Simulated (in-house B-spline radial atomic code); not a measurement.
Configurations of the cobalt ion Co²⁺, with energies counted from [Ar] 3d7. Method: non-relativistic SCAN, spin-polarised, spherical fractional occupations, point nucleus. Calculated with a B-spline radial code for spherical atoms. Shells without spins written out take the highest spin.

Occupations are held fixed; configurations that lie above the ionisation limit could autoionise.

```tsv
configuration	E - E(ref) (eV)	highest orbital	its <r> (bohr)
[Ar] 3d6 4s1	4.9661	4s up	2.299
[Ar] 3d6 4p1	11.997	4p up	2.717
[Ar] 3d(1 up, 5 down) 4d(0 up, 1 down)	20.554	4d down	3.959
[Ar] 3d6 4f1	25.371	4f up	5.895
[Ne] 3s2 3p5 3d7 4s1	64.573	4s up	2.293
[Ne] 3s2 3p5 3d7 4f1	85.098	4f up	5.895
```

Q: Order these further configurations by energy, lowest first.
A. [Ne] 3s2 3p(2 up, 3 down) 3d(5 up, 2 down) 4s(1 up, 0 down)
B. [Ne] 3s2 3p5 3d8
C. [Ne] 3s2 3p5 3d7 4p1
D. [Ne] 3s2 3p(3 up, 2 down) 3d(3 up, 5 down)
E. [Ar] 3d(3 up, 4 down)

A: E (2.6907 eV), B (58.72 eV), D (61.65 eV), A (69.294 eV), C (71.631 eV).

Q: How far above the reference does [Ne] 3s2 3p(3 up, 2 down) 3d(2 up, 5 down) 4d(1 up, 0 down) lie?

A: 85.185 eV; its least bound orbital is 4d up with <r> = 4.037 bohr.

Q: How far above the reference does [Ne] 3s2 3p5 3d7 4d1 lie?

A: 80.238 eV; its least bound orbital is 4d up with <r> = 3.94 bohr.
